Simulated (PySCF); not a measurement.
Si(I)2(OH)2 (H2I2O2Si), SMILES O[Si](O)(I)I.

Coordinates come from a PBE-D3(BJ)/def2-SVP optimisation. The def2 effective core potentials stand for the cores of I; spin–orbit coupling is left out. Other conformers were not sampled.

Two levels are set side by side: TDDFT-PBE/def2-SVPD (PySCF) and TDDFT-LC-ωPBE/def2-SVPD (PySCF). Vertical, same geometry. The lowest singlet is HOMO→LUMO 98 % with PBE and HOMO→LUMO 82 % with the other functional; states are paired by order. Differences are taken from unrounded values.

| quantity | TDDFT-LC-ωPBE | TDDFT-PBE | TDDFT-PBE minus TDDFT-LC-ωPBE |
|---|---|---|---|
| lowest singlet excitation (eV) | 5.51 | 4.50 | -1.02 |
| lowest triplet excitation (TDA) (eV) | 4.93 | 4.11 | -0.82 |

A lower first singlet is the usual sign of a functional without exact exchange. Differences between two approximate levels are no errors against the true value.

Rough cost on one machine, each run with all the roots and properties that it gave: TDDFT-LC-ωPBE against TDDFT-PBE about 6 times.
